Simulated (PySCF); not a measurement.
Species: [InBrH3]- (charge -1).
Bonds: In1–Br2. Hydrogens: H3, H4, H5 on In1.

Computed with PBE0-D3(BJ)/def2-SVP geometry optimisation, gas phase, def2 core potentials past Kr in PySCF.

(1) How far are the bound atoms from In1?

(2) List the angles at In1.

(3) What is the shape at In1?

(4) What are the rotational constants (commonest isotopes, rigid rotor)?

Answers

(1) 4 atoms: H4 1.771 Å, H5 1.771 Å, H3 1.771 Å, Br2 2.666 Å.

(2) 
| angle | degrees | distance of the outer atoms (Å) |
| --- | --- | --- |
| H4–In1–H5 | 113.7 | 2.97 |
| H3–In1–H4 | 113.6 | 2.96 |
| H3–In1–H5 | 113.6 | 2.96 |
| Br2–In1–H3 | 104.9 | 3.56 |
| Br2–In1–H4 | 104.9 | 3.56 |
| Br2–In1–H5 | 104.8 | 3.56 |

(3) Distorted tetrahedral: angles from 104.8° to 113.7°; τ4 = (360° − α − β)/141° = 0.94 with α and β the two widest (0 for a square, 1 for a tetrahedron).

(4) A = 57042, B = 1469, C = 1469 MHz: a prolate symmetric top.

Point group: C3v (tolerance 0.08 Å). Charge -1, singlet. PBE0-D3(BJ)/def2-SVP frequencies: not computed here.
